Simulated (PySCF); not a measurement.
Coordinates in bohr (charge 0 multiplicity 5):
```
Ir    0.4797    0.0000   -0.2917
S    -2.9975    0.0000    1.7213
H     3.2408    0.0000    1.0647
```

All numbers come from PySCF, UPBE0, basis Ir def2-TZVP with ECP60, S def2-TZVP, H def2-TZVP (scalar-relativistic core potentials, no spin–orbit coupling, density fitting).

This geometry of HIrS is a stationary point at this level.

(1) What is the point group?

(2) Is it a minimum?

(3) What are the dipole moment and the gap between the highest occupied and lowest empty levels of either spin?

(4) Give the ideal-gas entropy at 298.15 K and 1 bar by parts.

Answers

(1) Cs.

(2) Yes: all harmonic wavenumbers are real.

(3) 1.41 D and 1.67 eV.

(4) translation 176.5, rotation 91.2, vibration 6.7, spin 13.4; total 287.7 J/(mol K).

Other isomers or separated fragments may lie lower. Other spin states or occupations of the open shell can lie lower. At this level a triplet minimum of Cs symmetry lies 100 kJ/mol below this structure. With an element this heavy the missing spin–orbit coupling can shift these numbers.
